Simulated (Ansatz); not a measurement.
Two isomers of C2H4OSi: A = `O[SiH]1C=C1`, B = `C1=C[SiH2]O1`.

Gas-phase electronic energies from Ansatz, PBE0-D4/def2-TZVP geometries. CBS: MP2 limit from def2 TZ/QZ plus the TZ coupled-cluster correction, frozen cores. DFT in def2-TZVPP. B3LYP here is the variant with VWN-RPA as its local correlation; programs differ in this. One conformer a species, not always the lowest.

A:

```xyz
8

O     1.8687    0.6002    0.3666
Si    0.5699    0.1029   -0.5018
C    -1.1407    0.3653   -0.0420
C    -0.7619   -0.9167    0.1254
H     1.7502    0.6888    1.3142
H     1.0565    0.0654   -1.8910
H    -2.0699    0.8956    0.1382
H    -1.2727   -1.8014    0.4903
```

B:

Z-matrix (Å, degrees):
```
Si
C 1 1.829
C 1 2.140 2 38.6
O 1 1.715 2 78.6 3 -0.0
H 1 1.483 2 120.2 3 108.9
H 1 1.483 2 120.2 3 -108.9
H 2 1.076 1 148.0 3 -180.0
H 3 1.087 1 169.4 2 -180.0
```

(1) Which isomer does CCSD(T)/CBS put lower? Give the gap. (Best estimate.)

(2) Give E(B) − E(A) in kcal/mol with LDA (SPW92), B3LYP, r2SCAN-D4, PBE-D4, PBE0-D4, CCSD(T)/def2-TZVPP, CCSD(T)/def2-SVP. (Estimate.)

(3) Does the order hold for the free energy at 298.15 K (harmonic terms from PBE0-D4)? (Estimate.)

Largest T1 diagnostic: 0.014.

## Answers

(1) Computed: A, by 2.2 kcal/mol.

(2) The calculation gave: LDA (SPW92) -1.6, B3LYP 1.0, r2SCAN-D4 1.1, PBE-D4 -0.1, PBE0-D4 0.6, CCSD(T)/def2-TZVPP 1.3, CCSD(T)/def2-SVP -2.1. The order is the other way round with LDA (SPW92), PBE-D4, CCSD(T)/def2-SVP.

(3) The calculation gave: Yes: G(B) − G(A) = +2.0 kcal/mol, for one conformer each.

At CCSD(T), def2-SVP lies −4.2 kcal/mol from the extrapolated value and def2-TZVPP −0.9 kcal/mol. Leaving LDA and LC-ωPBE aside and taking each functional with its dispersion term where it has one, the values, not all of them listed here, spread over 2.6 kcal/mol, from revPBE-D4 to B97M-V. LDA lies −1.5 kcal/mol from PBE without D4.
